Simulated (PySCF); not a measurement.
Dipole response of V⁺ (vanadium, charge +1)

[Ar] 3d4, high-spin 5D determinant. All numbers are calculated (PySCF 2.14, no relativity, point nucleus, in dyall-av2z). Coupled (time-dependent) response in atomic units; α is the mean over directions. A double-zeta set is small for polarisabilities.

```csv
method,mean α (bohr³),"α xx, yy, zz",C₆ (like pair),S(−4)
UHF,10.86,"9.691, 9.691, 13.20",39.17,154.4
PBE,16.55,"15.22, 15.22, 19.22",59.12,536.7
PBE0,14.95,"11.54, 11.54, 21.76",54.23,369.2
```

S(−4) is the Cauchy moment in α(ω) = α(0) + S(−4) ω² + …

α(iu) at PBE0:

| u (hartree) | α(iu) (bohr³) |
| --- | --- |
| 0 | 14.95 |
| 0.0500 | 14.10 |
| 0.100 | 12.25 |
| 0.200 | 8.887 |
| 0.300 | 6.936 |
| 0.500 | 4.990 |
| 0.750 | 3.710 |
| 1.00 | 2.888 |
| 1.50 | 1.890 |
| 2.00 | 1.334 |
| 3.00 | 0.7697 |
| 5.00 | 0.3549 |

A single London oscillator, α(iu) = α/(1 + u²/ω²), gives C₆ = (3/4) ω α². Matching the computed C₆ needs ω = 4 × 54.23 / (3 × 14.95²) = 0.324 hartree.

For an ion, C₆ is the dispersion term alone; charge-induced terms of lower order in 1/R come first.

The components differ because the open shell of this determinant is not spherical; for a pure term their mean is the scalar polarisability.
